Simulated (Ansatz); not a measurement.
CH$_{5}$FN$_{2}$OSi (`N[SiH](F)/N=C/O`) at its PBE0-D4/def2-TZVP geometry, where that method's forces vanish. Charge 0, multiplicity 1.

```xyz
11

N     0.5003    0.9749   -1.8193
Si    0.9673    0.2494   -0.3643
F     1.3573    1.3150    0.7785
N    -0.3411   -0.7070    0.1904
C    -0.8604   -0.6290    1.3320
O    -1.8619   -1.4133    1.7321
H    -0.4570    1.2215   -2.0039
H     1.1469    1.4770   -2.4030
H     2.1941   -0.5459   -0.5674
H    -0.5830    0.0636    2.1326
H    -2.0624   -2.0062    0.9923
```

(1) What forces (eV/Å) does ωB97M-V/def2-TZVPP give on these atoms in Ansatz 0.2.0? (An estimate is asked.)

## Answers

(1) Ansatz gave: 
```
N1  -0.008  0.045 -0.043
Si2  0.192 -0.193 -0.093
F3   0.008  0.078  0.098
N4  -0.058 -0.044  0.011
C5   0.218  0.233  0.029
O6  -0.201 -0.203 -0.008
H7   0.018  0.000 -0.008
H8  -0.027 -0.004  0.000
H9  -0.142  0.097  0.028
H10 -0.007 -0.052 -0.082
H11  0.007  0.043  0.067
```
